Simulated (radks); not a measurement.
Task: Radial electron density D(r) = 4 pi r^2 rho(r) of an atom or ion with 15 electrons. All-electron calculation, non-relativistic Kohn-Sham, LDA (Slater exchange, Perdew-Wang correlation), spin-polarised, spherical densities, point nucleus. Program: a radial shooting solver on a logarithmic mesh with Libxc functionals.

```
   r/bohr * D(r) (the largest magnitude, 20.9, reaches the edge; | marks zero)
 0.008106 |     *
  0.01022 |        *
    0.013 |            *
  0.01639 |                  *
  0.02083 |                         *
  0.02628 |                                 *
   0.0334 |                                          *
  0.04246 |                                                 *
  0.05355 |                                                     *
  0.06808 |                                                     *
  0.08585 |                                                *
   0.1091 |                                         *
   0.1376 |                                     *
    0.175 |                                        *
   0.2207 |                                                *
   0.2805 |                                                      *
   0.3538 |                                                  *
   0.4497 |                                    *
   0.5672 |                    *
    0.721 |           *
   0.9093 |          *
    1.156 |           *
    1.458 |         *
    1.853 |    *
    2.337 | *
    2.971 *
    3.747 *
    4.763 *
```

What is the nuclear charge?

Result: Z = 18. The innermost maximum, from 1s, lies near 1/Z = 0.0556 bohr (found: 0.0589), and its height grows with Z. The density is that of the argon ion Ar3+ in [Ne] 3s2 3p3; the configuration itself is not fixed sharply by these data, and Z only to about a unit. D(r) has 3 maxima, at r = 0.0589, 0.292, 1.12 bohr, and minima at 0.142, 0.833 bohr, inside which lie 2.18, 10.43 electrons.
